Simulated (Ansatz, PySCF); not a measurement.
Ways to break one bond of F[SiH3] [fluorosilane]:

A. F[SiH3] [fluorosilane] -> F[SiH2] + H atom
B. F[SiH3] [fluorosilane] -> [SiH3] (SiH3) + F atom

Quantity: bond dissociation energy (enthalpy at 298 K, with B3LYP-D3(BJ) rigid-rotor harmonic-oscillator terms), kcal/mol. Each molecule is optimised on its own at B3LYP-D3(BJ)/def2-TZVP (Ansatz, a quantum-chemistry and plane-wave program). Frequencies are from Ansatz or PySCF. Valence correlation only, unless marked. UHF or UKS for open shells. Spin-orbit coupling is left out. No relativistic terms. Basis-set limits of correlation are two-point, X^-3; Hartree-Fock from the larger set.

Rank them by bond dissociation energy at CCSD(T)/CBS(def2-TZVPPD,def2-QZVPPD) (Ansatz), lowest first.

A (94.6 kcal/mol), B (151.8 kcal/mol)
